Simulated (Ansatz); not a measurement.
```yaml
crystal:
  periodic: [false, false, false]
  atoms:
    - {symbol: C, position_ang: [-0.602347, 0.100403, -2.035842]}
    - {symbol: N, position_ang: [0.259909, -0.356294, -1.039177]}
    - {symbol: B, position_ang: [0.080642, 0.070790, 0.381784]}
    - {symbol: C, position_ang: [1.402905, -0.837201, 1.185088]}
    - {symbol: C, position_ang: [-1.085056, -0.636777, 0.974436]}
    - {symbol: C, position_ang: [0.244904, 1.550273, 0.793766]}
    - {symbol: H, position_ang: [-1.686673, -0.286200, -1.766393]}
    - {symbol: H, position_ang: [-0.578201, -0.206184, -3.175315]}
    - {symbol: H, position_ang: [-0.707545, 1.267086, -2.064231]}
    - {symbol: H, position_ang: [0.302616, -1.421648, -1.349021]}
    - {symbol: H, position_ang: [1.333092, -0.029810, -1.287094]}
    - {symbol: H, position_ang: [1.505129, -0.671834, 2.271583]}
    - {symbol: H, position_ang: [2.413939, -0.374564, 0.637619]}
    - {symbol: H, position_ang: [1.445589, -1.850619, 0.951555]}
    - {symbol: H, position_ang: [-2.161897, -0.187536, 0.657907]}
    - {symbol: H, position_ang: [-1.420151, -1.672594, 0.658586]}
    - {symbol: H, position_ang: [-1.409301, -0.537603, 1.943513]}
    - {symbol: H, position_ang: [-0.460927, 2.226734, 0.208529]}
    - {symbol: H, position_ang: [0.201649, 1.837887, 1.711643]}
    - {symbol: H, position_ang: [1.059761, 1.998453, 0.237339]}
basis:
  gaussian: {orbitals: "6-31G*", final_grid: {core_spheres: 5, valence_spheres: 4, degree: 11}}
hamiltonian: {xc: {name: B2GP-PLYP}}
```

```sh
$ ansatz run in.yaml --threads 4 --pin off --events-out ev --progress --plain --max-ram 11315MiB
```

Output, abridged:

```
Functional definition: B2GP-PLYP
1295 factors; integrals over basis functions are off by at most 1.0e-3 eV
mean field evaluation 1: about -6512.1222 eV, gradient 5.5e1 eV
mean field evaluation 2: about -6512.1764 eV, gradient 5.5e1 eV
mean field evaluation 4: about -6519.6212 eV, gradient 3.3e0 eV
mean field evaluation 8: about -6519.6576 eV, gradient 2.8e-1 eV
mean field evaluation 16: about -6519.6578 eV, gradient 2.6e-5 eV
mean field -6519.65776177 eV, -239.5930035623 hartree, gradient 5.6e-6 eV, S^2 0.000000; 0 other end points of the search recorded, 0 dependent functions left out
6 core orbitals not correlated: weight in the atoms' cores, before any rotation towards them, 1.000 or more for the frozen orbitals, at most 0.000 for the correlated occupied ones
reference -6519.65796042 eV, -239.5930108625 hartree; 19, 19 occupied and 93, 93 virtual orbitals, 1295 factors
second order -25.56880464 eV of doubles, -0.00000000 eV of singles
Total energy: -6528.86273009 eV, -239.9312799088 hartree
```

Hardware: 4 threads of an Intel Xeon Platinum 8259CL on a shared host. Wall time 2.6 s, peak host memory 0.26 GiB.
